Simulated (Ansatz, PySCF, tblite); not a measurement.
Dissociation curve of SiC, triplet.

- UKS-CAM-B3LYP = unrestricted CAM-B3LYP/cc-pVDZ run with Ansatz (a quantum-chemistry and plane-wave program)
- UKS-B3LYP/3-21G = PySCF 2.14.0 with unrestricted B3LYP/3-21G
- UMP2/3-21G = unrestricted MP2 (frozen core)/3-21G run with PySCF
- GFN2-xTB, 300 K electronic temperature (tblite)
- ROHF/cc-pVDZ (Ansatz)

Energies are in kJ/mol, each relative to the lowest point of its own curve near equilibrium.

| R / Å | UKS-CAM-B3LYP | UKS-B3LYP/3-21G | UMP2/3-21G | GFN2-xTB | ROHF |
|---|---|---|---|---|---|
| 1.27 | 669.2 | 774.7 | 776.0 | 1561.1 | 664.7 |
| 1.37 | 333.3 | 412.1 | 408.0 | 704.8 | 321.9 |
| 1.46 | 155.2 | 211.0 | 207.7 | 302.5 | 142.4 |
| 1.56 | 48.8 | 81.8 | 83.2 | 88.0 | 38.8 |
| 1.58 | 36.0 | 64.9 | 67.0 | 64.0 | 26.9 |
| 1.68 | 2.3 | 12.7 | 16.3 | 4.0 | 0.0 |
| 1.71 | 0.0 | 5.5 | 8.7 | 0.0 | 0.2 |
| 1.78 | 4.6 | 0.0 | 0.3 | 6.3 | 9.9 |
| 1.81 | 9.8 | 1.5 | 0.0 | 13.0 | 11.3 |
| 1.87 | 24.4 | 9.6 | 4.0 | 26.7 | 20.7 |
| 1.95 | 48.0 | 28.1 | 16.5 | 46.2 | 43.6 |
| 2.10 | 95.7 | 73.6 | 53.3 | 93.9 | 97.4 |

At the longest distance, 2.10 Å, ROHF lies highest above its minimum (97.4 kJ/mol) and UMP2/3-21G lowest (53.3 kJ/mol).

The scan ran from 1.27 to 6.94 Å; beyond the distances shown full CI changes its symmetry label. The unrestricted determinant behind UKS-CAM-B3LYP is spin-contaminated at 1.81 to 1.87 Å (<S²> up to 2.2, against 2.00 for a pure triplet). The unrestricted determinant behind UKS-B3LYP/3-21G is spin-contaminated at 1.95 to 2.10 Å (<S²> up to 2.3, against 2.00 for a pure triplet). The unrestricted determinant behind UMP2/3-21G is spin-contaminated at 1.37 to 2.10 Å (<S²> up to 2.8, against 2.00 for a pure triplet).
